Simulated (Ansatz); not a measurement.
Ansatz (a program for electronic structure) input (wB97X-V/def2-TZVPD):

Ansatz 0.2 input:
```yaml
crystal:
  periodic: [false, false, false]
  atoms:
    - {symbol: C, position_ang: [-2.04597096, 0.62848991, -0.47385733]}
    - {symbol: C, position_ang: [-1.32944136, -0.64874731, -0.03516502]}
    - {symbol: C, position_ang: [-2.33468379, -1.70468366, 0.42657017]}
    - {symbol: C, position_ang: [-0.29005367, -0.37635108, 1.06602124]}
    - {symbol: Si, position_ang: [1.10272655, 0.79915155, 0.64887760]}
    - {symbol: Cl, position_ang: [1.98026461, 0.22741657, -1.14538231]}
    - {symbol: H, position_ang: [-2.79649376, 0.40975973, -1.23541359]}
    - {symbol: H, position_ang: [-1.35495676, 1.36124771, -0.89404434]}
    - {symbol: H, position_ang: [-2.55595114, 1.09756000, 0.37232865]}
    - {symbol: H, position_ang: [-0.79551271, -1.04928421, -0.90253664]}
    - {symbol: H, position_ang: [-1.83273522, -2.63097654, 0.71303753]}
    - {symbol: H, position_ang: [-2.89963517, -1.34866909, 1.29261250]}
    - {symbol: H, position_ang: [-3.04959079, -1.93940357, -0.36488783]}
    - {symbol: H, position_ang: [-0.79065759, 0.02623320, 1.95656546]}
    - {symbol: H, position_ang: [0.16988396, -1.31900787, 1.37975004]}
    - {symbol: H, position_ang: [2.15209281, 0.75022183, 1.68943511]}
    - {symbol: H, position_ang: [0.65178482, 2.19586854, 0.47895183]}
basis:
  gaussian:
    orbitals: def2-TZVPD
hamiltonian:
  xc: {name: wB97X-V}
total_charge: 1
magnetization: {spin_polarized: true, initial_magnetization: 1}
```

End of the output:

```
1830 factors; their error is unknown
integrals: 0.61 GiB planned
687 factors; integrals over basis functions are off by at most 3.4e-5 eV
0.62 GiB of the device are held for the grids
3.23 GiB of device memory are held for the factors and their scratch space
mean field: 4.14 GiB planned
mean field evaluation 1: about -24704.7364 eV, gradient 4.9e1 eV
mean field evaluation 2: about -24698.8355 eV, gradient 5.7e1 eV
mean field evaluation 4: about -24716.4540 eV, gradient 4.0e0 eV
mean field evaluation 8: about -24716.6214 eV, gradient 4.3e-1 eV
mean field evaluation 16: about -24716.8869 eV, gradient 6.5e0 eV
mean field evaluation 32: about -24716.4342 eV, gradient 6.7e0 eV
mean field -24717.17465977 eV, -908.3394148437 hartree, gradient 2.2e-5 eV, S^2 0.756818; 6 other end points of the search recorded, 0 dependent functions left out
reference -24717.17465673 eV, -908.3394147322 hartree; 33, 32 occupied and 303, 304 virtual orbitals, 1830 factors
Total energy: -24717.17465673 eV, -908.3394147322 hartree
```

This state (charge 1, doublet) is run at the relaxed geometry of the species with charge 0 and multiplicity 1.
